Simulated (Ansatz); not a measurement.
Mulliken charges of BFH$_{4}$OSSi, SMILES `OB(F)S[SiH3]` from ωB97M-V/def2-TZVPP in Ansatz (PBE0-D4/def2-TZVP geometry).

```csv
atom,x (Å),y (Å),z (Å),charge (e)
O1,-0.585,0.873,1.158,-0.271
B2,-0.713,1.284,-0.124,0.388
F3,-1.340,2.427,-0.399,-0.240
S4,-0.050,0.318,-1.505,-0.216
Si5,0.790,-1.319,-0.394,0.183
H6,-0.981,1.477,1.795,0.188
H7,1.850,-0.852,0.528,-0.011
H8,1.377,-2.204,-1.430,-0.010
H9,-0.259,-2.050,0.355,-0.011
```

Question: By hand: the dipole of these point charges (1 e Å = 4.8032 D).

Answer: Σ q r = (0.143, -0.299, 0.329) e Å, of length 0.467 e Å = 2.24 D.

Question: How does the dipole of the full density compare? (Best estimate.)

Answer: The calculation gave: (-0.023, -0.016, 0.393) e Å, 1.89 D; the point charges give 1.19 times that, at 45° from its direction.

Point charges leave out the atoms' own dipoles, such as those of lone pairs, and Mulliken's split depends on the basis, so the two needn't agree.
